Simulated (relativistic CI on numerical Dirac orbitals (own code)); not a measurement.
Method of calculation: Dirac-Coulomb-Breit CI, KLI orbitals optimised for each configuration, model QED (radiative potential, 1s self-energy scaled to tabulated hydrogen-like ionisation energies), unscaled Slater integrals (own radial code, finite nucleus).

Configuration list (outside the closed core [Ar]): 3d10.4s, 3d10.4p, 3d10.4d, 3d10.4f, 3d10.5s, 3d10.5p, 3d10.5d, 3d9.4s2, 3d10.6s, 3d10.5f, 3d10.5g, 3d10.6p, 3d10.6d, 3d9.4s.4p, 3d10.7s, 3d10.6f, 3d10.8s, 3d9.4s.4d, 3d9.4s.5s, 3d9.4s.4f, 3d9.4s.5p, 3d9.4s.5d. Double excitations out of closed p, d and f shells are left out; levels of such configurations are missing from the list, as are those of other unlisted configurations, and high levels can miss mixing partners.

At this charge energies of transitions that change n are usually good to better than 1 %, and those within a shell (Δn = 0) to a few per cent.

Outline of the computed level scheme of Sr X. Lowest level of each configuration: 3d10.4s 2S_1/2 at 0.000 eV; 3d10.4p 2P°_1/2 at 21.447 eV; 3d10.4d 2D_3/2 at 57.270 eV; 3d10.5s 2S_1/2 at 82.095 eV; 3d10.4f 2F°_7/2 at 88.474 eV; 3d10.5p 2P°_1/2 at 90.971 eV; 3d10.5d 2D_3/2 at 106.068 eV; 3d10.6s 2S_1/2 at 117.355 eV; 3d9.4s2 2D_5/2 at 117.676 eV.

Some strong electric-dipole decays among the lowest 15 levels: 3d10.5s 2S_1/2 → 3d10.4p 2P°_3/2 (3.8e+10 s⁻¹); 3d10.4f 2F°_7/2 → 3d10.4d 2D_5/2 (3.0e+10 s⁻¹); 3d10.4d 2D_5/2 → 3d10.4p 2P°_3/2 (3.0e+10 s⁻¹); 3d10.4f 2F°_5/2 → 3d10.4d 2D_3/2 (2.9e+10 s⁻¹); 3d10.4d 2D_3/2 → 3d10.4p 2P°_1/2 (2.8e+10 s⁻¹); 3d10.6s 2S_1/2 → 3d10.4p 2P°_3/2 (1.8e+10 s⁻¹); 3d10.5s 2S_1/2 → 3d10.4p 2P°_1/2 (1.8e+10 s⁻¹); 3d10.5p 2P°_1/2 → 3d10.4d 2D_3/2 (1.6e+10 s⁻¹).

LS names give the leading component of a level, which can be under half, so a name can repeat, a term be missing and a line seem to break the LS rules.
